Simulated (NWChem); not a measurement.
CoClF, quartet; SMILES [F][Co][Cl]

```xyz
3

Co     0.0000     0.0000     0.3874
F      0.0000     0.0000     2.0961
Cl     0.0000     0.0000    -1.7251
```
Atoms are numbered in this order, from 1.

Results from NWChem. Spin-unrestricted. Medium grid unless said otherwise, to which SCAN and Minnesota functionals are sensitive. Coordinates come from a PBE0/def2-SVP, spin-unrestricted optimisation. The spin multiplicity was typed, not searched, and may not be the lowest. No stability test was run on the SCF state.

Task: Order these by “lowest empty minus highest occupied level, either spin (eV)”, lowest first: M05-2X/def2-TZVP; TPSSh/def2-TZVP; LC-wPBE (HJS exchange hole, range parameter 0.4 per bohr)/def2-TZVP; B3LYP/def2-TZVP.

Result: TPSSh/def2-TZVP (1.64), B3LYP/def2-TZVP (3.28), M05-2X/def2-TZVP (7.96), LC-wPBE (HJS exchange hole, range parameter 0.4 per bohr)/def2-TZVP (9.64)
